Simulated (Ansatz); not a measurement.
Reaction (ligand exchange at a V–Cl bond): `[NH]=[V]([OH])([OH])[Cl]` + NH₃ → `[NH]=[V]([NH2])([OH])[OH]` + HCl

Gas-phase electronic energies from Ansatz, PBE0-D4/def2-TZVP geometries. CCSD(T)/CBS is the MP2 limit (def2-TZVPP, def2-QZVPP) plus CCSD(T) − MP2 in def2-TZVPP, frozen cores. This one scheme is used for every species. DFT in def2-TZVPP. For V outer-core shells are correlated without core-valence functions, which leaves a few kJ/mol of doubt a bond. Scalar relativity is left out up to krypton. One conformer a species, not always the lowest.

| level | ΔE (kcal/mol) |
| --- | --- |
| B2PLYP | 17.3 |
| SCS-MP2/def2-TZVPP | 18.6 |

What does CCSD(T)/CBS give? (Best estimate.)

Computed: +14.4 kcal/mol. The listed levels differ from it by 2.9, 4.2 kcal/mol.

Largest T1 diagnostic among the species: 0.030, so the coupled-cluster value is less sure than usual.

Leaving LDA and LC-ωPBE aside and taking each functional with its dispersion term where it has one, the values, not all of them listed here, spread over 3.2 kcal/mol, from CAM-B3LYP-D4 to B97M-V. LDA lies −2.0 kcal/mol from PBE without D4.
